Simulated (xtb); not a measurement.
GeHFBr2, SMILES [F][GeH]([Br])[Br]. All values are semi-empirical tight-binding results from xtb (GFN2-xTB unless named), good for trends rather than for accurate numbers. Geometry optimised at GFN2-xTB. This is a generated structure with no PubChem entry under its InChIKey; it may be hypothetical.

For metal compounds this method's bond lengths and energies can be far off.

- point group as xtb finds it = Cs
- orbital gap = 5.12 eV
- zero-point energy = 6.2 kcal/mol
- G − E(el) at 298.15 K (modified RRHO) = -14.9 kcal/mol
